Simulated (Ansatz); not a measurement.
Basis sets compared for the cluster GaSb₂ (the lowest doublet isomer of a short search). Total charge 0; doublet. Geometry r2SCAN-D4/def2-TZVP. Ansatz on 4 threads of Arm Neoverse V2 on a shared host; times are rough, and most runs start from earlier orbitals.

Cartesian coordinates in Å:
```
Ga 0.234 -1.741 -0.100
Sb -0.340 0.914 -1.213
Sb 0.106 0.827 1.312
```

In the def2 sets Sb takes a core potential; there is no spin–orbit coupling. The structure comes from a short search, and lower isomers may exist.

Binding counts from free atoms (Ga doublet, Sb quartet) in the same basis, without a counterpoise term.

```tsv
level	functions	energy (Eh)	HOMO (eV)	LUMO (eV)	binding per atom (eV)	wall time
PBE-D4/def2-SVP	84	-2404.8611	-4.70	-4.07	1.72	1.1 s
PBE-D4/def2-TZVP	148	-2405.1229	-4.73	-4.07	1.75	2 s
r2SCAN-D4/def2-TZVP	148	-2405.5829	-5.08	-3.94	1.57	8 s
PBE0-D4/def2-SVP	84	-2404.9109	-5.58	-3.46	1.53	2 s
PBE0-D4/def2-TZVP	148	-2405.1713	-5.59	-3.43	1.57	6 s
```

Task: Estimate the rows for PBE-D4/def2-TZVPD, r2SCAN-D4/def2-TZVPD, PBE0-D4/def2-TZVPD.

Result: 
```
               level  functions  energy (Eh)  HOMO (eV)  LUMO (eV)  binding per atom (eV)  wall time
   PBE-D4/def2-TZVPD        166   -2405.1238      -4.74      -4.08                   1.75      3.1 s
r2SCAN-D4/def2-TZVPD        166   -2405.5837      -5.09      -3.94                   1.57       10 s
  PBE0-D4/def2-TZVPD        166   -2405.1720      -5.60      -3.44                   1.58       12 s
```
